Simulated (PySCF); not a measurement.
# SMILES F[C@H]1COCS[C@@H]1F, C₄H₆F₂OS

Geometry (Å), atoms numbered from 1 in this order:
```xyz
14

F    -1.5188    0.8524    1.3432
C    -1.1787    0.3114    0.1311
C    -0.0770    1.1427   -0.5386
O     1.1554    1.0995    0.1361
C     1.7363   -0.1525    0.1584
S     0.8036   -1.3316    1.2164
C    -0.7782   -1.1516    0.3404
F    -0.7173   -1.7474   -0.8960
H    -2.0821    0.3425   -0.4945
H    -0.3748    2.1931   -0.5438
H     0.0335    0.7827   -1.5727
H     1.8055   -0.6012   -0.8413
H     2.7227   -0.0556    0.6093
H    -1.5307   -1.6849    0.9297
```

Computed, not measured: PySCF 2.14.0, TDDFT LC-wPBE/def2-SVPD circular dichroism and optical rotation, one conformer, gas phase. Geometry: GFN2-xTB.

**Question.** Draw the ECD and absorption spectra from the lowest 16 states, each a Gaussian of half-width 0.3 eV at 1/e height.

**Answer.** 
```csv
E (eV),λ (nm),Δε (L mol⁻¹ cm⁻¹),ε (L mol⁻¹ cm⁻¹)
5.36,231,+0.20,1.34
5.51,225,+0.81,5.54
5.66,219,+2.04,13.8
5.81,213,+3.09,21
5.96,208,+2.84,19.3
6.11,203,+1.59,10.8
6.26,198,+0.54,3.65
6.41,193,+0.11,0.766
6.56,189,+0.02,0.467
6.71,185,+0.07,5.04
6.86,181,+0.55,41.2
7.01,177,+2.67,206
7.16,173,+7.75,645
7.31,170,+12.87,1330
7.46,166,+9.91,2110
7.61,163,-3.80,3240
7.76,160,-19.38,4890
7.91,157,-26.61,6150
8.06,154,-24.88,6280
8.21,151,-23.26,5880
8.36,148,-31.44,5840
8.51,146,-46.88,6240
8.66,143,-50.00,6450
8.81,141,-28.43,6720
8.96,138,+2.60,8040
9.11,136,+24.25,9840
9.26,134,+38.33,10900
```
Δε uses R in velocity form, ε uses f in length form. Only the states computed contribute, so the short-wavelength end is incomplete.
